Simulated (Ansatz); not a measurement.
Born–Oppenheimer molecular dynamics of C₄H₁₃ClN₂Si (21 atoms, charge 0, multiplicity 1). It goes on from the last frame of an earlier run, with new velocities.

Theory: RKS B3LYP/STO-3G in Ansatz.

- ensemble: NVE (velocity Verlet)
- time step: 0.5 fs
- steps asked: 100
- starting velocities drawn for: 400 K
- seed: 723937

First frame:

```xyz
21
Properties=species:S:1:pos:R:3
Si 0.007 0.003 -0.216
Cl 0.025 0.200 1.927
H 1.395 0.047 -0.615
N -0.863 1.348 -0.932
C -2.318 1.435 -0.681
H -2.818 0.454 -0.857
H -2.634 1.829 0.307
H -2.696 2.130 -1.426
C -0.207 2.716 -0.831
H -0.628 3.422 -1.591
H -0.287 3.210 0.154
H 0.867 2.596 -1.059
N -0.685 -1.543 -0.569
C -1.845 -2.130 0.152
H -1.828 -1.738 1.177
H -2.825 -1.887 -0.307
H -1.734 -3.235 0.189
C -0.442 -2.131 -1.900
H -1.098 -1.737 -2.692
H 0.584 -1.940 -2.186
H -0.596 -3.220 -1.822
```

(1) How far do the bonds stretch over the last three quarters of this one trajectory? (Pairs bonded in most of those frames.)

Answers

(1) 
```tsv
bond	mean (Å)	spread (Å)	shortest	longest
Si1–Cl2	2.136	0.013	2.12	2.16
Si1–H3	1.447	0.019	1.42	1.48
Si1–N4	1.762	0.029	1.70	1.80
Si1–N13	1.777	0.019	1.74	1.81
N4–C5	1.499	0.023	1.46	1.53
N4–C9	1.501	0.027	1.46	1.55
C5–H6	1.105	0.012	1.08	1.13
C5–H7	1.114	0.021	1.08	1.14
C5–H8	1.109	0.024	1.07	1.15
C9–H10	1.111	0.023	1.07	1.15
C9–H11	1.118	0.049	1.05	1.19
C9–H12	1.106	0.017	1.08	1.13
N13–C14	1.506	0.019	1.48	1.54
N13–C18	1.514	0.007	1.50	1.53
C14–H15	1.105	0.007	1.09	1.12
C14–H16	1.111	0.009	1.09	1.13
C14–H17	1.112	0.032	1.06	1.16
C18–H19	1.113	0.024	1.07	1.15
C18–H20	1.107	0.021	1.08	1.14
C18–H21	1.112	0.022	1.08	1.14
```

Mean temperature of the second half: 209 K. The conserved energy stayed within 0.27 meV per atom of its start (net change 0.074 meV per atom), so the integration is sound. A run of 0.05 ps of so small a system gives no equilibrium averages. Limits of this set-up: minimal basis.

Time of the run: 13 min on 1 thread of Arm Neoverse V1, on a shared host, peak memory 0.18 GiB.
